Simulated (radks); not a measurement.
Species: B2+. Configuration: [He] 2s1 (the NIST ground configuration). All-electron calculation, scalar-relativistic Kohn-Sham, B86b exchange with PBE correlation, spin-polarised, spherical densities, finite nucleus; open shells are filled with parallel spins first; Fermi nuclear charge, rms radius 2.406 fm. Program: a radial shooting solver on a logarithmic mesh with Libxc functionals. Some entries of the table are withheld. Estimate them.

orbital,occ.,eigenvalue (Ry),<r^2> (bohr^2),r(max) (bohr)
1s up,1,(1),0.1460,0.2099
1s down,1,(2),0.1457,0.2101
2s up,1,-2.40496,3.078,1.361

Answer. 
(1) 1s up eigenvalue (Ry): -15.55405
(2) 1s down eigenvalue (Ry): -15.49558
